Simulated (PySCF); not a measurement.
**B²⁺ (boron, charge +2): UHF calculation**

Configuration: [He] 3d1, 2D determinant (an excited configuration). All numbers are calculated (PySCF 2.14, the non-relativistic Hamiltonian (point nucleus), in dyall-av2z).

- Total energy: -22.480187 hartree
- One-electron energy: -26.0296 hartree
- Hartree (Coulomb) energy: 6.5854 hartree
- Exchange energy: -3.0360 hartree
- Kinetic energy: 22.46179 hartree
- ⟨S²⟩: 0.7500
- ⟨L²⟩: 6.000
- Sum of ⟨r⟩: 4.253 bohr
- Sum of ⟨r²⟩: 15.05 bohr²
- Traceless quadrupole moment −½Σ⟨3z² − r²⟩ along its main axis: 4.22 e·bohr²
- Density at the nucleus (Gaussians lack the cusp): 67.4 bohr⁻³
- Spin density at the nucleus: -0.00122 bohr⁻³
- Langevin diamagnetic susceptibility: -11.9 ×10⁻⁶ cm³/mol

```tsv
shell	electrons	mean orbital energy (hartree)	rms radius, mean of both spins (bohr)
1s α	1	-9.21831	0.377
1s β	1	-9.21828	0.377
3d α	1	-0.49421	3.84
```

The outer electron is Rydberg-like, and this basis confines it to a smaller radius and binds it less than a complete one would.

Spin-orbit constants ζ (cm⁻¹) from the X2C one-electron operator on these orbitals (non-relativistic here): bare nucleus, nucleus screened by l(l+1)(2l+1)/3 electrons, and screened by the Breit-Pauli mean field of the electrons.

```csv
shell,bare,screened nucleus,mean field
3d,1.730,1.038,0.9851
```

To first order the Landé constant is A = 0.9851 cm⁻¹, so the lowest level has J = 3/2 and lies 0.000183 eV below the centre of the term.
